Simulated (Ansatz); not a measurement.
Al(H)(OMe)(OSiH3) (CH7AlO2Si), SMILES C[O][AlH][O][SiH3]. Atoms are numbered in the order given.

```xyz
12

Al    -0.8215     0.8222     0.9169
H     -1.3328     1.2294     2.3405
O     -1.4152     1.6702    -0.4162
C     -1.3016     1.7159    -1.7986
H     -0.9368     2.7053    -2.1271
H     -0.6069     0.9540    -2.1993
H     -2.2846     1.5548    -2.2755
O      0.2981    -0.4350     0.7093
Si     1.3807    -1.6259     0.3715
H      0.8141    -2.9603     0.7352
H      2.6434    -1.4141     1.1428
H      1.7137    -1.6351    -1.0872
```
Charge 0, spin multiplicity 1.

Geometry optimised at PBE0-D3(BJ)/def2-SVP. The structure was generated by enumeration; whether it is a known compound was not checked. One conformer was computed; it need not be the lowest.

Two levels are set side by side: PBE-D3(BJ)/def2-SVP (Ansatz, an electronic-structure program) and PBE0-D3(BJ)/def2-SVP (Ansatz). Each level has its own optimised geometry; the coordinates shown are those of the second. Differences are taken from unrounded values.

| quantity | PBE0-D3(BJ) | PBE-D3(BJ) | PBE-D3(BJ) minus PBE0-D3(BJ) |
|---|---|---|---|
| mean bond length (Å) | 1.435 | 1.447 | 0.012 |
| bond Al1–O3 (Å) | 1.688 | 1.706 | 0.018 |
| bond Al1–O8 (Å) | 1.696 | 1.711 | 0.015 |
| bond O3–C4 (Å) | 1.388 | 1.402 | 0.014 |
| bond O8–Si9 (Å) | 1.645 | 1.660 | 0.016 |
| bond Al1–H2 (Å) | 1.566 | 1.575 | 0.009 |
| bond C4–H5 (Å) | 1.105 | 1.114 | 0.009 |
| bond C4–H6 (Å) | 1.106 | 1.115 | 0.009 |
| bond C4–H7 (Å) | 1.104 | 1.114 | 0.009 |
| bond Si9–H10 (Å) | 1.495 | 1.505 | 0.011 |
| bond Si9–H11 (Å) | 1.495 | 1.505 | 0.011 |
| bond Si9–H12 (Å) | 1.496 | 1.508 | 0.012 |

Exact exchange shortens and stiffens bonds; PBE has none. Differences between two approximate levels are no errors against the true value.
